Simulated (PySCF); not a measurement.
Compound: C6H7O3 (doublet state).
Atom-mapped SMILES: `[CH:1]#[C:2]/[C:3](=[CH:4]/[O:5][CH:6][OH:7])[O:8][CH3:9]` (hydrogens: H10 on C1; H11 on C4; H12 on C6; H13 on O7; H14, H15, H16 on C9)

Cartesian coordinates in Å at the GFN2-xTB level; atoms count from 1:
```
atom  x, y, z in Å
C1    -2.5514    1.8074   -0.1322
C2    -1.5840    1.0912   -0.0701
C3    -0.4937    0.2093    0.0131
C4     0.7690    0.6856   -0.1802
O5     1.8428   -0.1182   -0.1232
C6     3.0857    0.3784   -0.1177
O7     4.0838   -0.5109   -0.3763
O8    -0.6796   -1.1285    0.2722
C9    -2.0061   -1.5526    0.4514
H10   -3.3705    2.4591   -0.1923
H11    0.9290    1.7377   -0.3725
H12    3.2820    1.3918   -0.4313
H13    3.7280   -1.4007   -0.2560
H14   -1.9534   -2.6230    0.6440
H15   -2.6123   -1.3693   -0.4425
H16   -2.4771   -1.0484    1.3019
```

The hyperfine couplings belong to this conformer and change with its torsions.

The calculation used UKS B3LYP, pcH-1 on C H O, non-relativistic, mean-field spin-orbit, GIAO in PySCF. Geometry: GFN2-xTB, one conformer, isolated molecule. Couplings are sensitive to structure, and on GFN2-xTB geometries they can be far from those on DFT ones. The SCF solution wasn't tested for stability.

Computed for the main isotopes (class means, splittings of 0.05 mT or more): g = 2.0031; H12 1H -13.5 MHz (0.48 mT); H13 1H -11.0 MHz (0.39 mT); H10 1H -5.4 MHz (0.19 mT); H11 1H +2.9 MHz (0.10 mT); 16 first-order lines, 1.17 mT wide.

**Question.** What changes when 1H at H13 is replaced by 2H?

**Answer.** The spin density stays the same (vibrational effects aside), so a scales with the nuclear g factor: 0.85744/5.58569 = 0.1535, so a goes from -11.0 to -1.7 MHz (0.060 mT). The spin goes from 1/2 to 1, so the 1:1 doublet becomes a 1:1:1 triplet. The spectrum then has 24 first-order lines over 0.90 mT.

```
offset from centre (mT)  relative intensity
                  -0.45                   1
                  -0.39                   1
                  -0.34                   1
                  -0.33                   1
                  -0.28                   1
                  -0.26                   1
                  -0.22                   1
                  -0.20                   1
                  -0.15                   1
                  -0.14                   1
                  -0.09                   1
                  -0.03                   1
                  +0.03                   1
                  +0.09                   1
                  +0.14                   1
                  +0.15                   1
                  +0.20                   1
                  +0.22                   1
                  +0.26                   1
                  +0.28                   1
                  +0.33                   1
                  +0.34                   1
                  +0.39                   1
                  +0.45                   1
```

**Question.** Give position and intensity of the satellites from 13C at C6.

**Answer.** a = +209.9 MHz, or 7.49 mT in magnitude, and I = 1/2, so to first order each main line has two satellites, at ±3.74 mT. The isotope's abundance is about 1.07 %, shared among 2 lines, so each has 0.54 % of the main line's intensity. At 340 mT second-order shifts move them to lower field by up to 0.04 mT.

**Question.** Give position and intensity of the satellites from 17O at O5.

**Answer.** a = -25.2 MHz, or 0.90 mT in magnitude, and I = 5/2, so to first order each main line has six satellites, at ±0.45, ±1.35, ±2.25 mT. The isotope's abundance is about 0.038 %, shared among 6 lines, so each has 0.0063 % of the main line's intensity.

On an Arm Neoverse V2 with one thread, shared host, this took 1.7 min wall (with the writing of density and orbital grids) and 0.97 GiB of memory at its peak.
